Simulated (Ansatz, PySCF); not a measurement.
Caution: the highest occupied level lies above zero, so the state may not be bound. This triplet is an excited state, 1.94 eV above the relaxed singlet at the level frozen-core CCSD(T)/aug-cc-pVTZ // PBE0-D3(BJ)/def2-TZVPD (Ansatz, a quantum-chemistry and plane-wave program).

Cartesian coordinates (Å):
```xyz
4

O     -1.0923     0.0509     0.3940
Al     0.3825     0.7878    -0.2373
Cl     2.2426    -0.3750     0.1255
H     -1.5328    -0.4636    -0.2822
```
Charge -1, spin multiplicity 3.

**Question.** What is the computed total energy and highest occupied spin orbital (PBE-D3(BJ)/def2-TZVPD // PBE0-D3(BJ)/def2-TZVPD (PySCF))?

**Answer.** 
```yaml
total_energy: -778.1991 Ha
highest_occupied_spin_orbital: 2.18 eV
```
